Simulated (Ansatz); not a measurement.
Calculated with Ansatz (gas phase, PBE0-D4/def2-TZVP geometries, no zero-point term in ΔE). CBS: MP2 limit from def2 TZ/QZ plus the TZ coupled-cluster correction, frozen cores. Functionals use def2-TZVPP. B3LYP here is the variant with VWN-RPA as its local correlation; programs differ in this. For Ga outer-core shells are correlated without core-valence functions, which leaves a few kJ/mol of doubt a bond. Scalar relativity is left out up to krypton. One conformer a species, not always the lowest.

Reaction (formal exchange of groups at a C–O bond): `C[O][Ga]([OH])[O]C` + `[CH2]1C[SiH2][AlH]1` → `CC1[CH2][AlH][SiH2]1` + `C[O][Ga]([OH])[OH]`

CCSD(T)/CBS gives -63.7 kJ/mol.

Q: Another level gave -60.0 kJ/mol. Which?
A. MP2/def2-TZVPP
B. ωB97M-V/def2-TZVPP
C. HF/def2-TZVPP
D. B3LYP-D4/def2-TZVPP

A: B. ωB97M-V -60.0, HF/def2-TZVPP -46.3, MP2/def2-TZVPP -68.5, B3LYP-D4 -54.0 kJ/mol.

Largest T1 diagnostic among the species: 0.014.

The D4 term adds −3.8 kJ/mol with B3LYP and −2.1 kJ/mol with PBE0; it sums over pairs of atoms, weighted by their polarisabilities, and B3LYP, whose exchange is more repulsive, gets the larger term. In def2-TZVPP, CCSD(T) changes the Hartree–Fock value by −14.9 kJ/mol (the triples alone add −1.7 kJ/mol) and MP2 by −22.2 kJ/mol.
